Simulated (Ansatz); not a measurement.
`C[SiH2][GaH][Cl]` + `[SiH3][TeH]` → `C[SiH2][Te][SiH3]` + `[Cl][GaH2]`  (cleavage of the Si–Ga bond)

Program: Ansatz. Geometries: PBE0-D4/def2-TZVP. ΔE: electronic, gas phase. CBS: MP2 limit from def2 TZ/QZ plus the TZ coupled-cluster correction, frozen cores. DFT in def2-TZVPP. B3LYP here is the variant with VWN-RPA as its local correlation; programs differ in this. HSE06 is defined as in plane-wave codes. Elements past krypton have def2 core potentials. For Ga, Te outer-core shells are correlated without core-valence functions, which leaves a few kJ/mol of doubt a bond. Scalar relativity is left out up to krypton. One conformer a species, not always the lowest.

```json
{"level": "LDA (SPW92)", "ΔE (kJ/mol)": "-42.1", "difference from CCSD(T)/CBS": "9.5"}
{"level": "PBE-D4", "ΔE (kJ/mol)": "-42.6", "difference from CCSD(T)/CBS": "9.0"}
{"level": "revPBE-D4", "ΔE (kJ/mol)": "-44.8", "difference from CCSD(T)/CBS": "6.8"}
{"level": "BLYP-D4", "ΔE (kJ/mol)": "-41.3", "difference from CCSD(T)/CBS": "10.3"}
{"level": "r2SCAN-D4", "ΔE (kJ/mol)": "-48.1", "difference from CCSD(T)/CBS": "3.5"}
{"level": "B97M-V", "ΔE (kJ/mol)": "-45.8", "difference from CCSD(T)/CBS": "5.8"}
{"level": "PBE0-D4", "ΔE (kJ/mol)": "-47.5", "difference from CCSD(T)/CBS": "4.1"}
{"level": "B3LYP-D4", "ΔE (kJ/mol)": "-45.2", "difference from CCSD(T)/CBS": "6.4"}
{"level": "r2SCANh-D4", "ΔE (kJ/mol)": "-49.5", "difference from CCSD(T)/CBS": "2.1"}
{"level": "r2SCAN0-D4", "ΔE (kJ/mol)": "-51.4", "difference from CCSD(T)/CBS": "0.2"}
{"level": "HSE06-D4", "ΔE (kJ/mol)": "-47.6", "difference from CCSD(T)/CBS": "4.0"}
{"level": "BHLYP-D4", "ΔE (kJ/mol)": "-51.2", "difference from CCSD(T)/CBS": "0.4"}
{"level": "CAM-B3LYP-D4", "ΔE (kJ/mol)": "-45.5", "difference from CCSD(T)/CBS": "6.1"}
{"level": "ωB97X-V", "ΔE (kJ/mol)": "-48.8", "difference from CCSD(T)/CBS": "2.8"}
{"level": "ωB97M-V", "ΔE (kJ/mol)": "-51.0", "difference from CCSD(T)/CBS": "0.6"}
{"level": "B2PLYP", "ΔE (kJ/mol)": "-46.1", "difference from CCSD(T)/CBS": "5.5"}
{"level": "PBE-QIDH", "ΔE (kJ/mol)": "-53.2", "difference from CCSD(T)/CBS": "-1.6"}
{"level": "PBE", "ΔE (kJ/mol)": "-38.0", "difference from CCSD(T)/CBS": "13.6"}
{"level": "revPBE", "ΔE (kJ/mol)": "-35.8", "difference from CCSD(T)/CBS": "15.8"}
{"level": "BLYP", "ΔE (kJ/mol)": "-32.1", "difference from CCSD(T)/CBS": "19.5"}
{"level": "r2SCAN", "ΔE (kJ/mol)": "-46.8", "difference from CCSD(T)/CBS": "4.8"}
{"level": "PBE0", "ΔE (kJ/mol)": "-43.3", "difference from CCSD(T)/CBS": "8.3"}
{"level": "B3LYP", "ΔE (kJ/mol)": "-37.7", "difference from CCSD(T)/CBS": "13.9"}
{"level": "r2SCAN0", "ΔE (kJ/mol)": "-49.9", "difference from CCSD(T)/CBS": "1.7"}
{"level": "HSE06", "ΔE (kJ/mol)": "-43.6", "difference from CCSD(T)/CBS": "8.0"}
{"level": "BHLYP", "ΔE (kJ/mol)": "-44.1", "difference from CCSD(T)/CBS": "7.5"}
{"level": "CAM-B3LYP", "ΔE (kJ/mol)": "-41.0", "difference from CCSD(T)/CBS": "10.6"}
{"level": "RPA@PBE/def2-TZVPP", "ΔE (kJ/mol)": "-42.6", "difference from CCSD(T)/CBS": "9.0"}
{"level": "HF/def2-SVP", "ΔE (kJ/mol)": "-48.3", "difference from CCSD(T)/CBS": "3.3"}
{"level": "MP2/def2-SVP", "ΔE (kJ/mol)": "-54.9", "difference from CCSD(T)/CBS": "-3.3"}
{"level": "CCSD/def2-SVP", "ΔE (kJ/mol)": "-44.0", "difference from CCSD(T)/CBS": "7.6"}
{"level": "CCSD(T)/def2-SVP", "ΔE (kJ/mol)": "-44.4", "difference from CCSD(T)/CBS": "7.2"}
{"level": "HF/def2-TZVPP", "ΔE (kJ/mol)": "-49.5", "difference from CCSD(T)/CBS": "2.1"}
{"level": "CCSD/def2-TZVPP", "ΔE (kJ/mol)": "-45.5", "difference from CCSD(T)/CBS": "6.1"}
{"level": "CCSD(T)/def2-TZVPP", "ΔE (kJ/mol)": "-46.9", "difference from CCSD(T)/CBS": "4.7"}
{"level": "HF/def2-QZVPP", "ΔE (kJ/mol)": "-50.7", "difference from CCSD(T)/CBS": "0.9"}
{"level": "MP2/def2-QZVPP", "ΔE (kJ/mol)": "-63.7", "difference from CCSD(T)/CBS": "-12.1"}
{"level": "SCS-MP2/def2-QZVPP", "ΔE (kJ/mol)": "-58.4", "difference from CCSD(T)/CBS": "-6.8"}
{"level": "MP2/CBS(def2)", "ΔE (kJ/mol)": "-65.3", "difference from CCSD(T)/CBS": "-13.7"}
{"level": "CCSD/CBS(def2)", "ΔE (kJ/mol)": "-50.2", "difference from CCSD(T)/CBS": "1.4"}
{"level": "CCSD(T)/CBS", "ΔE (kJ/mol)": "-51.6", "difference from CCSD(T)/CBS": "0"}
```

Largest T1 diagnostic among the species: 0.012.

At CCSD(T), def2-SVP lies +7.2 kJ/mol from the extrapolated value and def2-TZVPP +4.7 kJ/mol. From PBE to PBE0 (25 % exact exchange), in def2-TZVPP and without D4, ΔE moves by −5.4 kJ/mol.
